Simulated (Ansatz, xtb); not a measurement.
C4H8Si: which of two isomers lies lower

Structure a: `CC#C[SiH2]C`, a singlet. Structure b: `CC1=CC[SiH2]1`, a singlet. Both are isolated molecules in the gas phase, relaxed with PBE0-D3(BJ)/def2-SVP.

a (Å):

```tsv
atom	x (Å)	y (Å)	z (Å)
C	-2.3232	1.4997	1.5758
C	-1.3685	0.9771	0.6160
C	-0.5692	0.5380	-0.1935
C	2.3055	-0.4109	-0.5579
Si	0.6487	-0.1232	-1.3906
H	-1.8183	1.8277	2.4979
H	-3.0658	0.7344	1.8510
H	-2.8660	2.3640	1.1621
H	0.7962	0.8502	-2.5163
H	0.1232	-1.4046	-1.9550
H	3.0378	-0.8089	-1.2774
H	2.2032	-1.1312	0.2676
H	2.6999	0.5302	-0.1460
```

b (Å):

```csv
atom,x (Å),y (Å),z (Å)
C,-1.5331,1.7322,0.3293
C,-0.4197,0.7785,0.0892
C,-0.4006,-0.5687,0.2161
C,0.9756,-1.0955,-0.1450
Si,1.3740,0.7429,-0.4452
H,-1.2632,2.4722,1.1004
H,-2.4501,1.2166,0.6566
H,-1.7696,2.3046,-0.5826
H,-1.2475,-1.1991,0.5324
H,1.5022,-1.5984,0.6828
H,0.9917,-1.7657,-1.0201
H,1.6969,1.1524,-1.8496
H,2.3878,1.3791,0.4558
```

Task: Estimate which is lower in electronic energy at CCSD(T)/def2-SVP + ΔMP2/def2-TZVPP, and by roughly how much.

Result: Not settled: CCSD(T)/def2-SVP + ΔMP2/def2-TZVPP gives E(b) − E(a) = +1.21 kcal/mol, but this leans on the basis-set step: CCSD(T) alone gives −0.45 kcal/mol.

Level by level:

```
                             level              geometry  E(b) − E(a) (kcal/mol)  departure from the last row (kcal/mol)  job, with rough time for the two
                          GFN2-xTB              GFN2-xTB                     −4.08                                   −5.29              optimisation, 0.24 s
                         HF/STO-3G              GFN2-xTB                     +2.31                                   +1.11               single point, 0.7 s
                r2SCAN-D4/def2-SVP              GFN2-xTB                     −1.20                                   −2.41               single point, 3.3 s
              PBE0-D3(BJ)/def2-SVP  PBE0-D3(BJ)/def2-SVP                     −6.63                                   −7.84                optimisation, 34 s
                       HF/def2-SVP  PBE0-D3(BJ)/def2-SVP                     +4.33                                   +3.12           part of the CCSD(T) run
                      MP2/def2-SVP  PBE0-D3(BJ)/def2-SVP                     +0.63                                   −0.58           part of the CCSD(T) run
                  CCSD(T)/def2-SVP  PBE0-D3(BJ)/def2-SVP                     −0.45                                   −1.66                      single point
CCSD(T)/def2-SVP + ΔMP2/def2-TZVPP  PBE0-D3(BJ)/def2-SVP                     +1.21                                                        single point, 37 s
```

As drawn, b has 1 C–C, 1 C=C in place of 1 C≡C. Structure a has no ring, b a 4-membered ring.

GFN2-xTB, r2SCAN-D4/def2-SVP, PBE0-D3(BJ)/def2-SVP put the two in the other order. CCSD(T)/def2-SVP finds them nearly level. The largest departure from CCSD(T)/def2-SVP + ΔMP2/def2-TZVPP is that of PBE0-D3(BJ)/def2-SVP, 7.84 kcal/mol. A small imaginary or near-zero mode remains, so no thermal terms are given. The last row adds to CCSD(T) the change of the MP2 difference between the two basis sets, here +1.66 kcal/mol.

The correlated steps freeze 9 core orbitals. Run with Ansatz 0.2.0, xtb 6.7.1; the last row on 2 threads of Intel(R) Xeon(R) Processor @ 2.70GHz on a shared host.
